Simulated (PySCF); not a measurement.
The dipole of `C=CC[C@@H](C)/C([SiH3])=C/[SiH3]` from its density and from atomic charges.

Coordinates (GFN2-xTB, Å) and charges (e) from the PBE0/pcSseg-1 density (PySCF):

| atom | x | y | z | Mulliken | IAO | Hirshfeld | ESP-fitted |
| --- | --- | --- | --- | --- | --- | --- | --- |
| C1 | 3.681 | 0.937 | 0.285 | -0.1392 | -0.3225 | -0.1054 | -0.4975 |
| C2 | 2.901 | -0.115 | 0.114 | -0.2388 | -0.1291 | -0.0344 | -0.0715 |
| C3 | 1.482 | -0.193 | 0.577 | -0.1271 | -0.2601 | -0.0684 | -0.2415 |
| C4 | 0.484 | -0.100 | -0.594 | -0.2901 | -0.0887 | -0.0198 | +0.3091 |
| C5 | 0.576 | -1.305 | -1.529 | -0.2034 | -0.4197 | -0.1194 | -0.5405 |
| C6 | -0.918 | 0.054 | -0.054 | -0.3961 | -0.2225 | -0.0662 | -0.2228 |
| Si7 | -1.635 | -1.319 | 1.033 | +0.4667 | +0.5563 | +0.3008 | +0.2902 |
| C8 | -1.616 | 1.157 | -0.339 | -0.3304 | -0.4259 | -0.1417 | -0.2441 |
| Si9 | -3.355 | 1.596 | 0.218 | +0.5055 | +0.5837 | +0.3024 | +0.3456 |
| H10 | 3.335 | 1.820 | 0.798 | +0.1074 | +0.1431 | +0.0437 | +0.2024 |
| H11 | 4.697 | 0.962 | -0.071 | +0.1146 | +0.1508 | +0.0452 | +0.1903 |
| H12 | 3.279 | -0.988 | -0.402 | +0.1075 | +0.1400 | +0.0438 | +0.1352 |
| H13 | 1.319 | -1.133 | 1.109 | +0.1367 | +0.1353 | +0.0384 | +0.1125 |
| H14 | 1.278 | 0.630 | 1.265 | +0.1264 | +0.1391 | +0.0387 | +0.1079 |
| H15 | 0.738 | 0.798 | -1.172 | +0.1132 | +0.1293 | +0.0348 | +0.0345 |
| H16 | -0.198 | -1.241 | -2.292 | +0.1246 | +0.1456 | +0.0400 | +0.1471 |
| H17 | 1.543 | -1.331 | -2.026 | +0.1225 | +0.1421 | +0.0412 | +0.1319 |
| H18 | 0.441 | -2.234 | -0.981 | +0.1119 | +0.1351 | +0.0355 | +0.1504 |
| H19 | -2.956 | -1.696 | 0.524 | -0.0616 | -0.1077 | -0.0725 | -0.0599 |
| H20 | -0.791 | -2.519 | 1.034 | -0.0782 | -0.1130 | -0.0729 | -0.0768 |
| H21 | -1.734 | -0.846 | 2.417 | -0.0456 | -0.1078 | -0.0742 | -0.0724 |
| H22 | -1.133 | 1.904 | -0.967 | +0.1099 | +0.1423 | +0.0384 | +0.1226 |
| H23 | -3.547 | 3.031 | -0.018 | -0.0909 | -0.1125 | -0.0771 | -0.0886 |
| H24 | -3.539 | 1.311 | 1.643 | -0.0787 | -0.1166 | -0.0741 | -0.0806 |
| H25 | -4.343 | 0.845 | -0.564 | -0.0667 | -0.1165 | -0.0766 | -0.0833 |

**Question.** Form Σ q r in debye for every column and set it beside the full dipole.

**Answer.** The full density gives (0.76, -0.10, -0.50) D, 0.92 D in size; dipole vectors point from the negative to the positive end.

```json
{"scheme": "Mulliken", "μx": "-1.13", "μy": "-1.13", "μz": "1.05", "size (D)": "1.91", "share of the full size (%)": "208", "angle to the full dipole (°)": "137"}
{"scheme": "IAO", "μx": "-0.53", "μy": "-0.56", "μz": "0.33", "size (D)": "0.84", "share of the full size (%)": "91", "angle to the full dipole (°)": "132"}
{"scheme": "Hirshfeld", "μx": "0.19", "μy": "-0.26", "μz": "-0.01", "size (D)": "0.32", "share of the full size (%)": "35", "angle to the full dipole (°)": "53"}
{"scheme": "ESP-fitted", "μx": "0.75", "μy": "-0.12", "μz": "-0.49", "size (D)": "0.91", "share of the full size (%)": "99", "angle to the full dipole (°)": "2"}
```

**Question.** Which set comes closest?

**Answer.** Length of the difference vector: ESP-fitted 0.03 D, Hirshfeld 0.77 D, IAO 1.60 D, Mulliken 2.66 D. Closest: ESP-fitted. 

**Question.** What is left for the Hirshfeld atoms' own dipoles?

**Answer.** The shares of the density sum to the whole, so what Σ q r misses lies in dipoles about the nuclei. The atomic dipoles sum to (0.76, -0.10, -0.50) − (0.19, -0.26, -0.01) = (0.57, 0.16, -0.49) D, 0.77 D in size.

**Question.** With the origin at the mean of the coordinates, (0.000, 0.001, 0.000) Å, which are the largest single terms, by size, of the ESP-fitted dipole along the direction of the full one?

**Answer.** C1 -6.71, Si9 -5.12, C5 -3.77, H11 +3.51, Si7 -2.48 D; all 25 atoms together +0.91 D. The single terms depend on the origin, their sum doesn't.

**Question.** Give the size of the full dipole in other units.

**Answer.** 0.92 D = 0.361 au = 0.191 e·Å = 3.06 × 10⁻³⁰ C·m.

Isolated species at its GFN2-xTB geometry (one conformer only).

Shape of the structure used: `[CH2:1]=[CH:2][CH2:3][C@@H:4]([CH3:5])/[C:6]([SiH3:7])=[CH:8]/[SiH3:9]`: C1–C2–C3–C4 107°, C2–C3–C4–C5 66°, C3–C4–C6–Si7 -61°.
